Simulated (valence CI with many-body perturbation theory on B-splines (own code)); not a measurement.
Pd XXXIV: electric-dipole lines

Computed by relativistic CI+MBPT: three valence electrons over a frozen Dirac-Fock core [Ne], radial functions for each j: 11 s, 11 p, 9 d, 7 f, 5 g, 2 h, 1 i, with the one-electron correlation potential Σ1, the two-electron term Σ2, the three-electron term Σ3, Breit, model QED; selected CI, second order for the rest (own B-spline code, finite nucleus).

No measured spectrum was set against this ion. As an estimate, large intervals hold to a few tenths of a per cent, small ones and those within an open d or f shell to about a per cent.

Lines 51 to 100 of 282 in falling wavelength, among levels below 411.20 eV, chosen from the strongest by gf and those to the six lowest levels. Wavelengths and rates use the calculated energies. Electric multipoles are in the length gauge, E1 and E2 with the static RPA response of the core. Weak lines are less certain than strong ones. Lines between different terms over intervals too small for the method are left out, as are lines whose strength nearly cancels. The highest levels of a list are the least certain.

Levels are named by their leading jj configuration (3d3/2^4 stands for four electrons in 3d with j = 3/2), which in mixed levels can hold well under half, so a name can repeat and another be missing. Letters in brackets count levels of one name in rising energy.

| λ vac (nm) | Upper | Lower | A (s⁻¹) | S (a.u.) with core polarisation | S without |
| --- | --- | --- | --- | --- | --- |
| 11.81 | (3s 3p1/2 3p3/2) J=3/2 [a] | (3s^2 3p1/2) J=1/2 | 1.30e+08 | 4.22e-04 | 4.32e-04 |
| 11.44 | (3s 3p1/2 3d3/2) J=3/2 [a] | (3s 3p1/2 3p3/2) J=5/2 | 4.79e+09 | 1.42e-02 | 1.45e-02 |
| 11.44 | (3p3/2^2 3d3/2) J=7/2 | (3s 3p3/2 3d5/2) J=7/2 [b] | 4.62e+09 | 2.73e-02 | 2.80e-02 |
| 11.44 | (3p3/2^2 3d5/2) J=9/2 | (3s 3p3/2 3d5/2) J=7/2 [a] | 1.17e+10 | 8.62e-02 | 8.82e-02 |
| 11.40 | (3s 3p1/2 3d5/2) J=5/2 [a] | (3s 3p1/2 3p3/2) J=3/2 [b] | 2.82e+08 | 1.24e-03 | 1.28e-03 |
| 11.39 | (3s 3p3/2^2) J=5/2 | (3s^2 3p3/2) J=3/2 | 2.49e+09 | 1.09e-02 | 1.12e-02 |
| 11.16 | (3p1/2 3p3/2^2) J=3/2 | (3s 3p1/2 3p3/2) J=3/2 [b] | 6.05e+08 | 1.66e-03 | 1.70e-03 |
| 11.03 | (3s 3p1/2 3d3/2) J=5/2 | (3s 3p1/2 3p3/2) J=5/2 | 5.84e+08 | 2.32e-03 | 2.36e-03 |
| 10.89 | (3s 3d5/2^2) J=9/2 | (3s 3p3/2 3d5/2) J=7/2 [a] | 5.12e+09 | 3.26e-02 | 3.33e-02 |
| 10.88 | (3p3/2^2 3d5/2) J=7/2 | (3s 3p3/2 3d5/2) J=5/2 [a] | 1.30e+10 | 6.62e-02 | 6.78e-02 |
| 10.86 | (3p1/2 3p3/2 3d3/2) J=7/2 | (3s 3p1/2 3d5/2) J=7/2 | 7.46e+09 | 3.77e-02 | 3.86e-02 |
| 10.85 | (3p1/2 3p3/2 3d5/2) J=5/2 [c] | (3s 3p3/2 3d3/2) J=3/2 [a] | 8.00e+09 | 3.03e-02 | 3.10e-02 |
| 10.83 | (3s 3p1/2 3d3/2) J=3/2 [b] | (3s 3p1/2 3p3/2) J=3/2 [b] | 5.05e+09 | 1.27e-02 | 1.30e-02 |
| 10.83 | (3s 3p1/2 3d3/2) J=1/2 | (3s 3p1/2 3p3/2) J=3/2 [b] | 1.12e+08 | 1.40e-04 | 1.42e-04 |
| 10.62 | (3s 3p1/2 3d3/2) J=3/2 [a] | (3s 3p1/2 3p3/2) J=3/2 [a] | 9.74e+06 | 2.31e-05 | 2.41e-05 |
| 10.59 | (3p1/2 3p3/2 3d5/2) J=7/2 [b] | (3s 3p1/2 3d5/2) J=5/2 [c] | 5.46e+10 | 2.56e-01 | 2.61e-01 |
| 10.58 | (3s 3p1/2 3d5/2) J=5/2 [b] | (3s 3p1/2 3p3/2) J=3/2 [b] | 1.88e+08 | 6.58e-04 | 6.80e-04 |
| 10.57 | (3p1/2 3p3/2 3d5/2) J=7/2 [a] | (3s 3p1/2 3d5/2) J=5/2 [b] | 2.43e+10 | 1.13e-01 | 1.16e-01 |
| 10.50 | (3p3/2^2 3d3/2) J=7/2 | (3s 3p3/2 3d5/2) J=7/2 [a] | 5.76e+10 | 2.63e-01 | 2.69e-01 |
| 10.50 | (3s 3d3/2 3d5/2) J=7/2 | (3s 3p3/2 3d5/2) J=5/2 [a] | 5.58e+09 | 2.55e-02 | 2.60e-02 |
| 10.40 | (3s 3p3/2 3d3/2) J=5/2 [b] | (3s 3p3/2^2) J=3/2 | 1.33e+10 | 4.42e-02 | 4.52e-02 |
| 10.34 | (3p1/2 3p3/2 3d5/2) J=5/2 [c] | (3s 3p1/2 3d5/2) J=3/2 | 8.19e+10 | 2.68e-01 | 2.74e-01 |
| 10.31 | (3p1/2 3p3/2 3d5/2) J=1/2 | (3s 3p1/2 3d5/2) J=3/2 | 2.75e+10 | 2.97e-02 | 3.04e-02 |
| 10.31 | (3p1/2 3p3/2 3d5/2) J=7/2 [a] | (3s 3p1/2 3d5/2) J=7/2 | 9.74e+09 | 4.21e-02 | 4.31e-02 |
| 10.26 | (3s 3p1/2 3d3/2) J=5/2 | (3s 3p1/2 3p3/2) J=3/2 [a] | 2.62e+08 | 8.40e-04 | 8.57e-04 |
| 10.20 | (3s 3p1/2 3d5/2) J=5/2 [a] | (3s 3p1/2 3p3/2) J=5/2 | 4.27e+09 | 1.34e-02 | 1.38e-02 |
| 10.10 | (3s 3p3/2 3d3/2) J=7/2 | (3s 3p3/2^2) J=5/2 | 1.22e+10 | 4.96e-02 | 5.06e-02 |
| 10.08 | (3p1/2 3p3/2 3d3/2) J=5/2 | (3s 3p1/2 3d3/2) J=5/2 | 1.06e+10 | 3.21e-02 | 3.29e-02 |
| 10.06 | (3s 3p3/2 3d3/2) J=3/2 [b] | (3s^2 3d3/2) J=3/2 | 6.14e+10 | 1.24e-01 | 1.27e-01 |
| 10.04 | (3s 3p3/2 3d5/2) J=7/2 [b] | (3s^2 3d5/2) J=5/2 | 1.42e+11 | 5.69e-01 | 5.82e-01 |
| 10.01 | (3p1/2 3p3/2^2) J=3/2 | (3s 3p1/2 3p3/2) J=5/2 | 2.45e+10 | 4.86e-02 | 4.97e-02 |
| 9.999 | (3p3/2^2 3d5/2) J=7/2 | (3s 3p3/2 3d3/2) J=7/2 | 2.55e+10 | 1.01e-01 | 1.03e-01 |
| 9.929 | (3s^2 3d3/2) J=3/2 | (3s^2 3p3/2) J=3/2 | 8.96e+09 | 1.73e-02 | 1.77e-02 |
| 9.914 | (3p3/2^2 3d3/2) J=1/2 | (3s 3p3/2 3d3/2) J=1/2 [a] | 2.60e+10 | 2.50e-02 | 2.56e-02 |
| 9.911 | (3p1/2 3p3/2 3d5/2) J=9/2 | (3s 3p1/2 3d5/2) J=7/2 | 2.90e+10 | 1.39e-01 | 1.43e-01 |
| 9.887 | (3s 3p3/2 3d3/2) J=1/2 [b] | (3s 3p3/2^2) J=1/2 | 2.77e+10 | 2.64e-02 | 2.70e-02 |
| 9.873 | (3p1/2 3p3/2 3d5/2) J=5/2 [a] | (3s 3p1/2 3d3/2) J=3/2 [b] | 9.62e+09 | 2.74e-02 | 2.80e-02 |
| 9.865 | (3p1/2 3p3/2 3d5/2) J=7/2 [a] | (3s 3p1/2 3d5/2) J=5/2 [a] | 2.80e+10 | 1.06e-01 | 1.09e-01 |
| 9.849 | (3p1/2 3p3/2 3d5/2) J=5/2 [a] | (3s 3p1/2 3d5/2) J=7/2 | 1.64e+10 | 4.63e-02 | 4.74e-02 |
| 9.833 | (3s 3p1/2 3p3/2) J=3/2 [b] | (3s^2 3p1/2) J=1/2 | 3.47e+10 | 6.52e-02 | 6.67e-02 |
| 9.801 | (3p1/2 3p3/2 3d5/2) J=5/2 [c] | (3s 3p1/2 3d5/2) J=5/2 [c] | 2.43e+10 | 6.77e-02 | 6.92e-02 |
| 9.798 | (3p1/2^2 3d5/2) J=5/2 | (3p1/2^2 3p3/2) J=3/2 | 1.08e+10 | 3.00e-02 | 3.06e-02 |
| 9.772 | (3s 3p1/2 3d5/2) J=7/2 | (3s 3p1/2 3p3/2) J=5/2 | 1.87e+10 | 6.88e-02 | 7.02e-02 |
| 9.758 | (3p1/2 3p3/2 3d3/2) J=5/2 | (3s 3p1/2 3d3/2) J=3/2 [a] | 1.69e+10 | 4.64e-02 | 4.75e-02 |
| 9.748 | (3s 3p1/2 3d3/2) J=3/2 [b] | (3s 3p1/2 3p3/2) J=5/2 | 6.18e+08 | 1.13e-03 | 1.15e-03 |
| 9.740 | (3p1/2 3p3/2 3d5/2) J=3/2 [b] | (3s 3p1/2 3d5/2) J=5/2 [c] | 5.33e+10 | 9.72e-02 | 9.94e-02 |
| 9.737 | (3p3/2^2 3d3/2) J=7/2 | (3s 3p3/2 3d5/2) J=5/2 [a] | 3.69e+10 | 1.35e-01 | 1.38e-01 |
| 9.729 | (3p1/2 3p3/2 3d5/2) J=5/2 [b] | (3s 3p1/2 3d5/2) J=5/2 [b] | 4.23e+10 | 1.15e-01 | 1.18e-01 |
| 9.719 | (3p1/2 3p3/2 3d3/2) J=3/2 [a] | (3s 3p1/2 3d3/2) J=5/2 | 2.94e+10 | 5.32e-02 | 5.45e-02 |
| 9.719 | (3s 3d3/2 3d5/2) J=5/2 [a] | (3s 3p3/2 3d3/2) J=7/2 | 9.75e+09 | 2.65e-02 | 2.71e-02 |
